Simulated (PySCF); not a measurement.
Point-charge models of `CC(C)N[SiH2]CN(C)C` against its computed dipole.

Coordinates (GFN2-xTB, Å) and charges (e) from the PBE0/pcSseg-1 density (PySCF):

```csv
atom,x,y,z,Mulliken,IAO,Hirshfeld,ESP-fitted
C1,-2.903,1.168,0.822,-0.2252,-0.4236,-0.1246,-0.6298
C2,-2.234,-0.193,0.613,-0.0896,+0.0264,+0.0269,+0.6961
C3,-3.063,-1.056,-0.327,-0.2748,-0.4253,-0.1189,-0.6312
N4,-0.900,-0.003,0.093,-0.6685,-0.6888,-0.2376,-0.6791
Si5,-0.075,-0.822,-1.153,+0.7350,+0.8756,+0.3510,+0.4725
C6,1.618,0.048,-1.197,-0.3336,-0.4295,-0.1162,-0.2676
N7,2.090,0.430,0.124,-0.6020,-0.2439,-0.0871,-0.0717
C8,3.199,1.360,0.048,-0.0920,-0.3006,-0.0732,-0.5254
C9,2.448,-0.727,0.913,-0.1056,-0.3005,-0.0730,-0.3430
H10,-3.904,1.044,1.228,+0.1022,+0.1341,+0.0386,+0.1389
H11,-2.322,1.775,1.514,+0.1075,+0.1352,+0.0388,+0.1488
H12,-2.970,1.693,-0.127,+0.1054,+0.1402,+0.0363,+0.1524
H13,-2.177,-0.704,1.590,+0.1071,+0.1126,+0.0258,-0.0674
H14,-3.138,-0.576,-1.298,+0.1191,+0.1418,+0.0392,+0.1716
H15,-4.062,-1.199,0.076,+0.1207,+0.1447,+0.0459,+0.1520
H16,-2.595,-2.026,-0.460,+0.1326,+0.1407,+0.0403,+0.1542
H17,-0.349,0.625,0.661,+0.2078,+0.2611,+0.0980,+0.2480
H18,0.091,-2.275,-0.934,-0.1116,-0.1735,-0.0988,-0.1255
H19,-0.713,-0.669,-2.470,-0.1070,-0.1539,-0.0924,-0.1277
H20,1.521,0.960,-1.786,+0.1336,+0.1462,+0.0401,+0.1372
H21,2.357,-0.580,-1.721,+0.1053,+0.1070,+0.0222,+0.0986
H22,2.882,2.253,-0.490,+0.1149,+0.1430,+0.0430,+0.1755
H23,3.494,1.651,1.056,+0.1111,+0.1412,+0.0425,+0.1852
H24,4.077,0.936,-0.465,+0.0763,+0.1028,+0.0254,+0.1510
H25,1.581,-1.377,1.013,+0.1364,+0.1432,+0.0396,+0.1231
H26,3.269,-1.309,0.463,+0.0813,+0.1022,+0.0260,+0.1213
H27,2.758,-0.402,1.907,+0.1134,+0.1415,+0.0429,+0.1419
```

Form Σ q r in debye for every column and set it beside the full dipole.

The full density gives (0.50, 0.41, 0.70) D, 0.95 D in size; dipole vectors point from the negative to the positive end.

```csv
scheme,μx,μy,μz,size (D),share of the full size (%),angle to the full dipole (°)
Mulliken,-1.16,-1.28,-0.45,1.79,188,147
IAO,-0.09,-0.40,-0.07,0.42,44,131
Hirshfeld,0.14,0.24,0.40,0.48,51,15
ESP-fitted,0.55,0.38,0.68,0.95,100,3
```

Which set comes closest?

Length of the difference vector: ESP-fitted 0.06 D, Hirshfeld 0.50 D, IAO 1.26 D, Mulliken 2.63 D. Closest: ESP-fitted. ESP charges are fitted to the potential around the molecule, whose slowest-falling term is the dipole's. The schemes that divide the density aren't constrained to reproduce the dipole.

What is left for the Hirshfeld atoms' own dipoles?

The Hirshfeld atoms' densities add up to the full density, so μ = Σ q r + Σ (atomic dipoles). The atomic dipoles sum to (0.50, 0.41, 0.70) − (0.14, 0.24, 0.40) = (0.36, 0.17, 0.30) D, 0.50 D in size.

With the origin at the mean of the coordinates, (-0.001, 0.001, -0.011) Å, which are the largest single terms, by size, of the Hirshfeld dipole along the direction of the full one?

Si5 -2.07, C3 +1.32, H19 +1.09, C8 -0.82, H18 +0.76 D; all 27 atoms together +0.47 D. The single terms depend on the origin, their sum doesn't.

Give the size of the full dipole in other units.

0.95 D = 0.374 au = 0.198 e·Å = 3.17 × 10⁻³⁰ C·m.

Geometry: GFN2-xTB, one conformer, isolated molecule. GFN2-xTB frequencies show an imaginary mode (27i cm⁻¹), so this geometry is no minimum at that level.

The values belong to the conformer `[CH3:1][CH:2]([CH3:3])[NH:4][SiH2:5][CH2:6][N:7]([CH3:8])[CH3:9]`: C1–C2–N4–Si5 -137°, C2–N4–Si5–C6 180°, N4–Si5–C6–N7 36°, Si5–C6–N7–C8 -166°.
